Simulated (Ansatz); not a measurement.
```yaml
crystal:
  periodic: [false, false, false]
  atoms:
    - {symbol: F, position_ang: [1.514573, -1.723948, 0.496413]}
    - {symbol: B, position_ang: [0.321150, -1.175801, 0.597742]}
    - {symbol: F, position_ang: [-0.565829, -1.824658, 1.324798]}
    - {symbol: Sn, position_ang: [-0.193605, 0.782355, -0.420677]}
    - {symbol: H, position_ang: [1.144887, 1.387122, -1.284091]}
    - {symbol: H, position_ang: [-0.668632, 1.935174, 0.742208]}
    - {symbol: H, position_ang: [-1.491343, 0.551855, -1.502192]}
basis:
  gaussian: {orbitals: def2-TZVPPP, fitting: {mean_field: cc-pVTZ-jkfit}}
hamiltonian: {xc: {name: wPBEh}}
output: {forces: true}
```

```sh
$ ansatz run in.yaml --threads 2 --pin off --events-out ev --progress --plain --max-ram 4352MiB
```

(1) How does Ansatz answer? (Best estimate.)

## Answers

(1) Computed: The input was rejected before any iteration.
```
Error: <dir> can't be read: No such file or directory (os error 2)
```
